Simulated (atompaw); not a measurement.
# u(r) = r·R(r): atom against pseudo-atom (S (Z = 16))

Columns: radius, all-electron u(r) and pseudo u(r) of the 3s shell (level -17.14 eV) of sulfur in the configuration [Ne] 3s2 3p4; PBE, non-relativistic, PAW (atompaw) scheme, atompaw 4.2.0.5.

```csv
r (bohr),all-electron,pseudo
0.063,0.2068,0.0444
0.127,0.0102,0.0897
0.190,-0.2110,0.1347
0.254,-0.3555,0.1811
0.317,-0.4060,0.2275
0.381,-0.3808,0.2755
0.444,-0.3033,0.3234
0.508,-0.1919,0.3726
0.571,-0.0660,0.4213
0.635,0.0666,0.4708
0.698,0.1939,0.5189
0.762,0.3145,0.5667
0.825,0.4217,0.6120
0.888,0.5161,0.6550
0.952,0.5983,0.6955
1.015,0.6662,0.7316
1.079,0.7224,0.7638
1.142,0.7658,0.7906
1.206,0.7987,0.8123
1.269,0.8211,0.8279
1.333,0.8349,0.8378
1.396,0.8405,0.8416
1.460,0.8395,0.8398
1.523,0.8327,0.8327
1.587,0.8208,0.8208
1.650,0.8051,0.8051
```

Question: How many radial nodes do the two functions have?

Answer: The all-electron 3s function has n − l − 1 = 2; the pseudo-wave has 0, since the states of the same l below it are removed with the core.

Question: Is the pseudo-wave norm-conserving?

Answer: No, it belongs to a PAW set: the norm inside the radius is not constrained, and the difference is carried by the augmentation charge.
